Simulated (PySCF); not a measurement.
System (SMILES): F[C]Cl (closed-shell singlet).
Geometry (B3LYP-D3(BJ)/def2-TZVP, fixed):
```
C
F 1 1.2975
Cl 1 1.7557 2 106.70
```

Basis-set convergence of the lowest singlet excitation energy at PBE0 with PySCF. Tamm-Dancoff approximation; the state is taken by its order, and sets in which it differs in degeneracy or brightness are left out, yet its character can still change. All functions are spherical. Density fitting with generated auxiliary sets. No added dispersion term, no relativity. Reference: the value in aug-pcseg-3, 3.563 eV, itself unsure by roughly 0.007 eV (its mean distance from aug-cc-pV(Q+d)Z, aug-pcseg-2, aug-cc-pV(T+d)Z). Deviations are taken from unrounded values. Cost is core time over that of def2-SVP, rough, on shared machines of one kind; a dash marks a row that isn't timed (too short, read off another run, short of memory, by another algorithm or on other hardware).

| basis | functions | lowest singlet excitation energy (eV) | minus reference (eV) | cost |
|---|---|---|---|---|
| 3-21G | 31 | 3.562 | 0.000 | - |
| pcseg-0 | 31 | 3.524 | -0.038 | - |
| def2-SVP | 46 | 3.587 | 0.024 | 1× |
| cc-pV(D+d)Z | 51 | 3.616 | 0.053 | 1× |
| def2-SVPD | 70 | 3.552 | -0.010 | 2× |
| aug-pcseg-1 | 73 | 3.635 | 0.072 | 2× |
| pcseg-2 | 94 | 3.599 | 0.036 | 2× |
| cc-pV(T+d)Z | 99 | 3.588 | 0.025 | 2× |
| def2-TZVP | 99 | 3.586 | 0.023 | 3× |
| def2-TZVPD | 123 | 3.570 | 0.007 | 4× |
| 6-311++G(3df,3pd) | 125 | 3.577 | 0.014 | 5× |
| jun-cc-pV(T+d)Z | 126 | 3.570 | 0.008 | 4× |
| aug-pcseg-2 | 142 | 3.568 | 0.005 | 6× |
| aug-cc-pV(T+d)Z | 147 | 3.572 | 0.009 | 6× |
| def2-QZVPP | 184 | 3.569 | 0.006 | 8× |
| pcseg-3 | 184 | 3.565 | 0.002 | 9× |
| aug-cc-pV(Q+d)Z | 249 | 3.568 | 0.005 | 20× |
| aug-pcseg-3 | 259 | 3.563 | 0.000 | 30× |

The smallest set listed that lies within 0.2 eV of the reference with all its larger relatives (same family, alike in diffuse functions; a set with none counts only in the reference's own line) is 3-21G (31 functions, 0.000 eV off), level with pcseg-0. Inside, with no larger relative to test it: 6-311++G(3df,3pd). (Relatives not listed, tested too: 6-31G* 0.103, 6-31G** 0.103, pcseg-1 0.077, 6-311G** 0.076, def2-TZVPP 0.022, def2-TZVPPD 0.006, cc-pV(Q+d)Z 0.013, def2-QZVP 0.006, def2-QZVPPD 0.005, cc-pV(5+d)Z 0.005 eV.)
